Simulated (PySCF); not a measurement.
This PySCF input asks for the NMR shieldings of `InChI=1S/C4H11BO2/c1-6-2-3-7-4-5/h2-5H2,1H3`; the geometry comes from GFN2-xTB.

```python
import basis_set_exchange as bse
import numpy as np
from pyscf import gto, dft
from pyscf.prop import nmr

atoms = """
B     3.716102   -0.424467   -0.164405
C     2.374546   -0.267977    0.633716
O     1.220264   -0.119515   -0.176193
C     0.037950    0.009365    0.571814
C    -1.136880    0.143547   -0.389460
O    -2.316222    0.282818    0.367067
C    -3.468584    0.377619   -0.430135
H     3.725631   -0.406316   -1.328511
H     4.697204   -0.556310    0.453907
H     2.452209    0.596736    1.318316
H     2.239257   -1.136931    1.303626
H     0.076952    0.897813    1.221418
H    -0.117771   -0.871950    1.213750
H    -0.982705    1.019538   -1.036931
H    -1.188098   -0.748358   -1.031013
H    -3.417679    1.241053   -1.105140
H    -4.307834    0.498166    0.251743
H    -3.613101   -0.528515   -1.031852
"""
names = dict.fromkeys(["B", "C", "O", "H"], "pcSseg-1")
basis = {el: gto.basis.parse(bse.get_basis(n, elements=[el], fmt="nwchem")) for el, n in names.items()}
mol = gto.M(atom=atoms, basis=basis, charge=0, verbose=0)
mf = dft.RKS(mol, xc="PBE0")
mf.grids.level = 2
mf.grids.alignment = dft.numint.BLKSIZE   # the property module wants whole blocks of grid points
mf.conv_tol = 1e-9
mf.kernel()

calc = nmr.RKS(mf)   # GIAO
C = mf.mo_coeff
Co = C[:, mf.mo_occ > 0]
resp = mf.gen_response(singlet=True, hermi=2)
def vind(x):   # induced exchange potential for any number of trial vectors
    d = np.einsum("pi,xij,qj->xpq", C, 2 * x.reshape(-1, C.shape[1], Co.shape[1]), Co, optimize=True)
    return np.einsum("xpq,pi,qj->xij", resp(d - d.transpose(0, 2, 1)), C, Co, optimize=True).ravel()
mo1, _ = nmr.rhf.solve_mo1(calc, with_cphf=vind)
sigma = calc.kernel(mo1)
for i, s in enumerate(sigma):   # ppm
    w = np.linalg.eigvalsh((s + s.T) / 2)
    print("%2d %-2s iso %8.1f  s11 %8.1f  s22 %8.1f  s33 %8.1f" % (i, mol.atom_pure_symbol(i), w.mean(), *w))
```

Question: Give the expected output.

Answer: 
```
 0 B  iso     11.2  s11    -66.5  s22    -26.8  s33    127.0
 1 C  iso    103.8  s11     77.7  s22     86.0  s33    147.7
 2 O  iso    303.2  s11    264.4  s22    312.7  s33    332.7
 3 C  iso    109.9  s11     75.2  s22     92.5  s33    162.1
 4 C  iso    111.0  s11     78.2  s22     91.2  s33    163.4
 5 O  iso    320.0  s11    297.5  s22    312.7  s33    350.0
 6 C  iso    125.1  s11     94.2  s22     97.4  s33    183.6
 7 H  iso     23.6  s11     15.1  s22     27.6  s33     28.1
 8 H  iso     23.9  s11     16.2  s22     27.0  s33     28.5
 9 H  iso     27.5  s11     23.2  s22     25.6  s33     33.6
10 H  iso     27.5  s11     23.2  s22     25.6  s33     33.6
11 H  iso     28.1  s11     25.0  s22     28.0  s33     31.3
12 H  iso     28.1  s11     25.0  s22     28.1  s33     31.3
13 H  iso     28.1  s11     25.0  s22     28.0  s33     31.4
14 H  iso     28.2  s11     25.1  s22     28.0  s33     31.4
15 H  iso     28.3  s11     24.8  s22     26.0  s33     34.2
16 H  iso     27.8  s11     23.8  s22     25.4  s33     34.1
17 H  iso     28.3  s11     24.7  s22     26.0  s33     34.2
```

These numbers come from an equivalent density-fitted implementation of the same equations, which agrees with the script to about 0.01 ppm for H and up to a few tenths of a ppm for heavy atoms, so last digits may differ.

Size and cost of the density-fitted run: 174 basis functions, 35 s wall time on 1 thread of an Arm Neoverse N1, shared host.
